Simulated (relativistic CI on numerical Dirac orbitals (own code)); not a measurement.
Magnetism of Cu4+, 3d7, in a crystal field

Calculated by Dirac-Coulomb-Breit CI, separate exchange-only KLI orbitals for each configuration, a model potential for QED, valence Slater integrals scaled by 0.8, one configuration in a parametric crystal field (own radial code).

Field parameters in Wybourne normalisation: Td as Oh with Dq negative (B⁴₀ = 21Dq, B⁴₄ = √(5/14) B⁴₀). The field is a parameter set, without covalency.

S is read from ⟨S²⟩ = S(S + 1).

Powder χT (cm³ K mol⁻¹) by Van Vleck's formula, with temperature-independent terms:

| Field | 2 K | 5 K | 10 K | 20 K | 50 K | 100 K | 200 K | 300 K |
| --- | --- | --- | --- | --- | --- | --- | --- | --- |
| Td, 10Dq = -2200 cm⁻¹ | 3.61 | 3.61 | 3.61 | 3.62 | 3.65 | 3.69 | 3.78 | 3.87 |
| Td, 10Dq = -7550 cm⁻¹ | 2.53 | 2.53 | 2.54 | 2.54 | 2.55 | 2.56 | 2.59 | 2.61 |
| Td, 10Dq = -9350 cm⁻¹ | 2.41 | 2.41 | 2.41 | 2.41 | 2.42 | 2.43 | 2.45 | 2.48 |
| Td, 10Dq = -11100 cm⁻¹ | 2.33 | 2.33 | 2.33 | 2.33 | 2.34 | 2.35 | 2.37 | 2.38 |
| Td, 10Dq = -12900 cm⁻¹ | 2.27 | 2.27 | 2.27 | 2.27 | 2.27 | 2.28 | 2.3 | 2.31 |
| Td, 10Dq = -14650 cm⁻¹ | 2.22 | 2.22 | 2.22 | 2.22 | 2.23 | 2.23 | 2.25 | 2.26 |
| Td, 10Dq = -16450 cm⁻¹ | 2.18 | 2.18 | 2.18 | 2.18 | 2.19 | 2.19 | 2.21 | 2.22 |
| Td, 10Dq = -18200 cm⁻¹ | 2.15 | 2.15 | 2.15 | 2.15 | 2.16 | 2.16 | 2.18 | 2.19 |

(1) For Td, 10Dq = -2200 cm⁻¹: what effective moment follows at 300 K?

Results:

(1) μ_eff = √(8χT) = 5.56 μB. The ground level has S = 1.50; the spin-only moment for S = 3/2 is 3.88 μB. The difference comes from the orbital moment, spin-orbit mixing of terms and temperature-independent paramagnetism, all larger in this ionic model than in covalent complexes.
